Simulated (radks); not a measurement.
Values are calculated unless marked as measured or tabulated.
Cl+, 16 electrons, occupied as [Ne] 3s2 3p4.

Code: a radial shooting solver on a logarithmic mesh with Libxc functionals. Model: scalar-relativistic Kohn-Sham, BLYP, spin-unpolarised, spherical densities, finite nucleus; Fermi nuclear charge, rms radius 3.3654 fm.

Energy parts (eV):
| part | energy |
|---|---|
| total | -12547.833 |
| kinetic | 12605.713 |
| electron-nucleus | -29729.530 |
| Hartree | 5335.503 |
| exchange-correlation | -759.518 |

Orbitals (lengths in bohr, moments of r in powers of bohr; r(max) is where P^2 peaks):
orbital  occ.  eigenvalue (eV)      <r^4>   r(max)      <r>
1s          2        -2765.953  0.0003201  0.05946  0.09097
2s          2        -265.4021    0.09942   0.3617   0.4444
2p          6        -204.5763    0.09094   0.3012   0.4068
3s          2         -31.9221      10.88    1.263    1.488
3p          4         -19.2755      21.61    1.384    1.709

The highest occupied level is 3p at -19.276 eV. Summed over all electrons, <r^2> = 20.70 bohr^2, which gives a Langevin (diamagnetic) susceptibility term of -16.4 x 10^-6 cm^3/mol. The electron density at the nucleus is 3609 e/bohr^3 (large components only). For comparison, the ionisation energy in NIST's Atomic Spectra Database is 23.814 eV (measured). In exact Kohn-Sham theory the highest level is minus the ionisation energy, but local and semilocal functionals leave it too shallow, through self-interaction and a potential that decays too fast; potentials with the right tail come closer.

Beside tabulated values, note that spin-unpolarised runs miss the spin-polarisation part of the exchange energy of open shells.
